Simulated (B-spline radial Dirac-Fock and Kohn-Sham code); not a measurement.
The computed values come from an atomic code on a B-spline grid: Dirac-Fock orbitals of the configuration average with a finite nucleus.

Question: This computed X-ray form factor belongs to an atom or ion in its tabulated ground configuration. Which?

```tsv
sin θ/λ (Å⁻¹)	f₀
0.1	14.951
0.18	14.843
0.21	14.787
0.3	14.571
0.36	14.390
0.51	13.820
2.1	6.738
2.51	5.834
3.57	4.086
```

Answer: In³⁴⁺, with 15 electrons in [Ne] 3s2 3p3. f₀ tends to the number of electrons as s goes to zero, which the first rows give only roughly, and the rate of fall reflects the nuclear charge, 49.

Question: This computed X-ray form factor belongs to an atom or ion in its tabulated ground configuration. Which?

| sin θ/λ (Å⁻¹) | f₀ |
| --- | --- |
| 0.05 | 34.956 |
| 0.16 | 34.557 |
| 0.21 | 34.244 |
| 0.45 | 31.773 |
| 0.75 | 27.330 |
| 1.6 | 16.426 |
| 2.06 | 12.829 |
| 3.42 | 6.550 |
| 5.67 | 3.957 |

Answer: Lu³⁶⁺, with 35 electrons in [Ar] 3d10 4s2 4p5. f₀ tends to the number of electrons as s goes to zero, which the first rows give only roughly, and the rate of fall reflects the nuclear charge, 71.

Question: This computed X-ray form factor belongs to an atom or ion in its tabulated ground configuration. Which?

```
sin θ/λ (Å⁻¹)      f₀
          0.1  26.919
          0.3  26.284
         0.45  25.426
          0.6  24.288
          0.9  21.410
          1.2  18.154
          1.4  16.007
          1.6  14.006
            5   3.803
```

Answer: Eu³⁶⁺, with 27 electrons in [Ar] 3d9. f₀ tends to the number of electrons as s goes to zero, which the first rows give only roughly, and the rate of fall reflects the nuclear charge, 63.
